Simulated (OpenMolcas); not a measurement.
# Ga+: effect of the active space

```json
{
 "Program": "OpenMolcas 26.06",
 "Method": "MS-CASPT2 or its RAS form, IPEA 0.25 Eh, imaginary shift 0.1 Eh",
 "Basis": "ANO-RCC-VTZP",
 "Scalar Hamiltonian": "DKH2, point nucleus",
 "Spin-orbit coupling": "state interaction with AMFI integrals over the reference wave functions, term energies averaged over their components"
}
```

A. 2 electrons in 4 orbitals (4s 4p); 2S+1 = 3 even, 3 roots; 2S+1 = 1 even, 7 roots; 2S+1 = 3 odd, 3 roots; 2S+1 = 1 odd, 3 roots; closed shells correlated: 3d; CASPT2 step roughly 1.2 core-seconds
B. 2 electrons in 8 orbitals (4s 4p 5s 5p); 2S+1 = 3 even, 3 roots; 2S+1 = 1 even, 7 roots; 2S+1 = 3 odd, 3 roots; 2S+1 = 1 odd, 3 roots; closed shells correlated: 3d; CASPT2 step of the order of 2.1 core-seconds
C. 2 electrons in 9 orbitals (RAS2 4s 4p; RAS3 4d, at most 2 electrons); 2S+1 = 3 even, 3 roots; 2S+1 = 1 even, 7 roots; 2S+1 = 3 odd, 3 roots; 2S+1 = 1 odd, 3 roots; closed shells correlated: 3d; CASPT2 step of the order of 5 core-seconds

Energies in cm-1 above 4s2 1S0, the measured ground level; measured values from NIST Handbook of Basic Atomic Spectroscopic Data.

```json
{"Level": "4s2 1S0", "A": "0.0", "B": "0.0", "C": "0.0", "Measured": "0.0"}
{"Level": "4s 4p 3P* 0", "A": "45789", "B": "45921", "C": "45845", "Measured": "47368"}
{"Level": "4s 4p 3P* 1", "A": "46160", "B": "46291", "C": "46215", "Measured": "47814"}
{"Level": "4s 4p 3P* 2", "A": "46922", "B": "47053", "C": "46979", "Measured": "48750"}
{"Level": "4s 4p 1P* 1", "A": "71700", "B": "71495", "C": "70355", "Measured": "70701"}
```

Deviations, from unrounded energies. A percentage is the sum of absolute deviations over the sum of measured energies, with the sign that they share, or ± where signs differ.

```csv
Against measurement,Levels,A,B,C
mean absolute deviation (cm-1),4,1500,1400,1300
other configurations (%),4,±2.8,±2.5,-2.4
```

B, C lie about equally close to measurement and A furthest from it. The largest miss of C in the table is 4s 4p 3P* 2, by -1800 cm-1. The ranking rests on the paired levels alone, and a cruder setting can come out closer through cancelling errors.

Among A to C the level of the table that moves most is 4s 4p 1P* 1, by 1300 cm-1 (lowest in C, highest in A).

Over all roots computed the reference weight is 0.90 to 0.96 in B; the roots of lowest weight are the least certain, and an intruder state may touch them. The run also gave levels led by 4s 5s, which use shells meant for correlation; these and all levels above them are left out (holds for B). Active for correlation alone: 4d; no level in the range computed is led by a configuration that fills it, so any true level of that kind is missing (holds for C). Measured partners are found by configuration, term and J. A level has none where our copy of the source lacks it or the pairing is in doubt (some pairs that miss far off the trend of their configuration count as doubtful), and it then counts in no deviation. Levels of configurations outside the active space are missing. The table leaves out levels that lie high or whose names do not pair safely across all columns.

* marks odd parity.
